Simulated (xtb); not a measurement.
F$_{2}$La (SMILES [F][La][F]), doublet, geometry from GFN2-xTB (such geometries of metal compounds can be far from the true shape) (the multiplicity is a formal guess).

xtb was given this input:
```
$ xtb mol.xyz --gfn 2 --uhf 1 --opt --json

# file mol.xyz
3

La     0.35119851     0.23883053     0.07480380
F     -1.58633943     0.28362235    -1.33070388
F     -0.63791783    -1.79621569     0.85694648
```

**Question.** What does this run give for the total energy at the end of the optimisation, dipole moment?

**Answer.** 
| Item | Value |
|---|---|
| total energy at the end of the optimisation | -10.778581 Ha |
| dipole moment | 5.34 D |
